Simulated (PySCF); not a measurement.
Zn(Et) (C₂H₅Zn), SMILES C[CH2][Zn] (connectivity only; charge and spin as stated), neutral, multiplicity 2. Atoms are numbered in the order given.

```xyz
8

Zn    -0.0763     0.9341     0.0000
C      0.6843    -1.0283     0.0000
C     -0.3996    -2.0940     0.0000
H      1.3251    -1.0633    -0.8966
H      1.3251    -1.0633     0.8966
H     -1.0502    -2.0237     0.8875
H     -1.0502    -2.0237    -0.8875
H      0.0300    -3.1140     0.0000
```
Charge 0, spin multiplicity 2.

Geometry optimised at B3LYP-D3(BJ)/def2-SVP. The spin state was assumed, not searched. The isomer is the one that the SMILES or the coordinates give; other isomers of the formula were not compared.

Calculation: PBE0/def2-TZVPD (PySCF).

Mulliken values depend strongly on the basis, most of all with diffuse functions as here. Atomic charges (e):

```csv
atom,Mulliken,meta-Löwdin,Mulliken spin
Zn1,-0.02,0.43,0.59
C2,-0.40,-0.62,0.43
C3,-0.72,-0.34,-0.02
H4,0.29,0.10,-0.01
H5,0.29,0.10,-0.01
H6,0.19,0.11,0.00
H7,0.19,0.11,0.00
H8,0.18,0.11,0.02
```
